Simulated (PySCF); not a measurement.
ReO3F, SMILES [O]=[Re](=[O])(=[O])[F], multiplicity 1. Geometry optimised at PBE-D3(BJ)/def2-SVP. The spin state was assumed, not searched. The def2 effective core potentials stand for the cores of Re; spin–orbit coupling is left out.

Computed with PBE-D3(BJ)/def2-SVP (PySCF).

Harmonic wavenumbers (cm⁻¹): 219, 219, 306, 342, 342, 697, 980, 980, 1008. Rotational constants (GHz): 4.116, 3.472, 3.472; symmetry number 3.

Problem. Work out the zero-point energy and the ideal-gas rigid-rotor harmonic-oscillator thermochemistry at 298.15 K and 1 atm.

Solution. ZPE = ½ Σ hcν = ½ × 5091 cm⁻¹ = 7.28 kcal/mol. H − E(el) = 11.18 kcal/mol. Entropy in cal/(mol K): translation 42.49, rotation 24.09, vibration 8.33, total 74.91. G − E(el) = -11.15 kcal/mol. Cp = 18.42 cal/(mol K).
